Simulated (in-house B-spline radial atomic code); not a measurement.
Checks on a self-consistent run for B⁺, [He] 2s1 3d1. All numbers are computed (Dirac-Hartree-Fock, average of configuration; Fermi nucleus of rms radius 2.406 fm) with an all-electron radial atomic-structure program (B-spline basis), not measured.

| orbital | q | ε (Eh) | <1/r> | <r²> | small-component weight |
| --- | --- | --- | --- | --- | --- |
| 1s1/2 | 2 | -8.58056 | 4.68357 | 0.142568 | 0.00029196 |
| 2s1/2 | 1 | -1.16275 | 0.858496 | 3.17459 | 3.8198e-05 |
| 3d3/2 | 0.4 | -0.22739 | 0.233441 | 29.3299 | 6.5372e-06 |
| 3d5/2 | 0.6 | -0.22738 | 0.233433 | 29.3312 | 6.537e-06 |

Electron-electron repulsion V_ee = 5.0594 hartree.

Q: What total energy follows from the eigenvalues?

A: The eigenvalues count the repulsion twice, so E = Σqε - V_ee = -18.551 - 5.059 = -23.611 hartree; the run printed -23.611.

Q: Does the Dirac virial theorem hold?

A: For a point nucleus E = -2c²Σq·w, with w the small-component weight. Here Σq·w = 0.00062865 and c = 137.0360, so the ratio E/(-2c²Σq·w) is 1.000000.

Q: What diamagnetic shielding (Lamb formula) and susceptibility (Langevin formula) do the radii give?

A: σ = (α²/3)Σq<1/r> = 10.4591/(3·137.036²) = 185.65 ppm, and χ = -0.79199×10⁻⁶·Σq<r²> = -25.97×10⁻⁶ cm³/mol with Σq<r²> = 32.79 bohr². Both are non-relativistic formulas without the paramagnetism of open shells.
